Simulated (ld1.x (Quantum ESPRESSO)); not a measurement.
**Scattering properties, RRKJ potential for La (Z = 57)**

```
Element                 : lanthanum (La)
Generator               : ld1.x (Quantum ESPRESSO) 7.5
Type                    : norm-conserving RRKJ (Kleinman–Bylander form)
Functional              : PBE
Relativity              : fully relativistic
Frozen core             : [Kr] 4d10
Valence charge          : 11
Reference configuration : 4f0 5s2 5p6 5d1 6s0 6p0 (charge +2)
Partial waves           : 5s (bound): rc 2.35 bohr; 5p (bound): rc 2.40 bohr; 5d (bound): rc 2.45 bohr; 4f (bound, empty): rc 1.40 bohr
Local potential         : all-electron potential smoothed inside 1.75 bohr (lloc = -1)
Core correction         : Bessel-smoothed model core, default radius (core density twice the valence density)
rho0                    : 0.02
```

Open shells are filled in proportion to 2j + 1 (rel_dist='average').

The phase is arctan(r·u′/u) with u = r·R(r), unwrapped; energies in Ry, scanned from -6 to 5 Ry. A pole is an energy at which the radial function vanishes at the test radius. The pseudo phase is shifted by a multiple of π to meet the all-electron one at the reference energy, and phase errors are pseudo minus all-electron; the curves can meet again beyond the range given. Levels narrower than the energy grid can be missing from the lists of poles.

| channel | radius (bohr) | reference energy (Ry) | poles, all-electron | poles, pseudo | unbroken range about the reference energy with phases within 0.05 rad | phase error 1 Ry above the reference energy (rad) |
| --- | --- | --- | --- | --- | --- | --- |
| s | 2.65 | -3.78 | -3.50, 4.04 | -3.50, -1.88, 4.32 | below -2.4 | -0.013 |
| p1/2 | 2.65 | -2.69 | -2.21 | -2.21, 2.75 | below -0.2 | -0.004 |
| p3/2 | 2.65 | -2.51 | -1.92 | -1.93, 2.73 | below -0.1 | -0.004 |
| d3/2 | 2.65 | -1.09 | 0.30 | 0.27 | below 2.1 | -0.003 |
| d5/2 | 2.65 | -1.07 | 0.36 | 0.33 | below 2.1 | -0.003 |
| f5/2 | 2.65 | -1.26 | -1.14, 3.41 | -1.14, 3.81 | below 0.4 | +0.009 |
| f7/2 | 2.65 | -1.24 | -1.12, 3.42 | -1.12, 3.83 | below 0.4 | +0.009 |

A Bessel basis up to 400 Ry misses an occupied level by 0.05 Ry, so cutoffs and ghosts were not judged.

Phases in the p3/2 channel:

| E (Ry) | all-electron | pseudo |
| --- | --- | --- |
| -6.00 | 1.374 | 1.373 |
| -5.48 | 1.356 | 1.356 |
| -4.96 | 1.332 | 1.331 |
| -4.44 | 1.296 | 1.295 |
| -3.92 | 1.231 | 1.230 |
| -3.40 | 1.073 | 1.071 |
| -2.88 | 0.137 | 0.131 |
| -2.36 | -1.363 | -1.364 |
| -1.84 | -1.593 | -1.595 |
| -1.32 | -1.687 | -1.693 |
| -0.80 | -1.757 | -1.770 |
| -0.28 | -1.833 | -1.864 |
| 0.24 | -1.940 | -2.035 |
| 0.76 | -2.142 | -2.562 |
| 1.28 | -2.660 | -3.942 |
| 1.80 | -3.684 | -4.455 |
| 2.32 | -4.230 | -4.628 |
| 2.84 | -4.436 | -4.732 |
| 3.36 | -4.538 | -4.834 |
| 3.88 | -4.600 | -5.001 |
| 4.40 | -4.642 | -5.601 |
| 4.92 | -4.675 | -7.193 |
